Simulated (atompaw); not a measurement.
# What one change does to a pseudopotential (Be (Z = 4), PAW (atompaw))

- Element: beryllium
- Generator: atompaw 4.2.0.5
- Type: PAW
- Functional: LDA (PW92)
- Relativity: scalar-relativistic
- Frozen core: none
- Valence charge: 4
- Reference configuration: 1s2 2s0.5 2p0 (charge +1.5)
- Partial waves: 1s (bound): rc 0.50 bohr; 2s (bound): rc 3.00 bohr; 2p (bound, empty): rc 3.00 bohr; 2p channel at 2.7 Ry: rc 3.00 bohr; 3d channel at 0.25 Ry: rc 3.00 bohr
- Local potential: bessel scheme, radius 2.00 bohr
- Core correction: none
- Augmentation charge: sinc compensation charge, radius 2.90 bohr; PAW radius 3.00 bohr; waves and projectors: custom rrkj gramschmidtortho

All-electron outer shells of the reference configuration (LDA (PW92), scalar-relativistic, ld1.x):

| shell | level (eV) | outermost node (bohr) | outermost maximum (bohr) |
| --- | --- | --- | --- |
| 1s | -123.30 | – | 0.27 |
| 2s | -17.92 | 0.59 | 1.82 |
| 2p | -14.12 | – | 1.74 |

Change: all radii scaled by about 1.24 (s 0.62, p 3.72, d 3.72 bohr); local potential bessel scheme, radius 2.48 bohr; augmentation sinc compensation charge, radius 3.60 bohr; PAW radius 3.72 bohr; waves and projectors: custom rrkj gramschmidtortho.

Cutoffs: the cutoffs (Ry, on a coarse ladder) from which the occupation-weighted sum of valence levels, in a spherical-Bessel basis at the reference potential, stays within 10 and 1 mRy of its value at 400 Ry; they do not see the model core or the augmentation charge, which bear on the density cutoff.

Task: What does the change do?

Result: The potential gets softer (180 Ry and 260 Ry → 140 Ry and 200 Ry); neither file shows a bound ghost. A larger radius leaves more room for a smooth pseudo-wave, so fewer plane waves are needed.

```json
{"quantity": "cutoff, loose", "base": "180 Ry", "changed": "140 Ry"}
{"quantity": "cutoff, tight", "base": "260 Ry", "changed": "200 Ry"}
{"quantity": "bound ghosts", "base": "none", "changed": "none"}
{"quantity": "lowest overlap eigenvalue by channel", "base": "s 0.59, p 0.74, d 1.00", "changed": "s 0.55, p 1.00, d 1.00"}
```

 The cutoffs see the waves, projectors and local potential, not the compensation charge or the core.
